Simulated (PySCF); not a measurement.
Harmonic spectrum computed at PBE in the def2-SVP basis family (core potentials from Rb on, PySCF, no spin–orbit coupling):

```csv
symmetry,ω (cm⁻¹),IR (km/mol)
b2,53,0.2
b1,100,15.1
a1,102,1.7
a1,337,0.0
a1,443,46.4
b2,473,91.3
```

Question: Which molecule gave it? In each, all ligands are bound to the one heavy central atom.
A. ZrCl₃ (doublet)
B. HfCl₃ (doublet)
C. RuCl₃ (quartet)
D. MnCl₃ (quintet)
E. CuCl₃ (triplet)

Answer: D. It has C2v symmetry with Mn–Cl 2.133 Å, Mn–Cl 2.153 Å (×2).
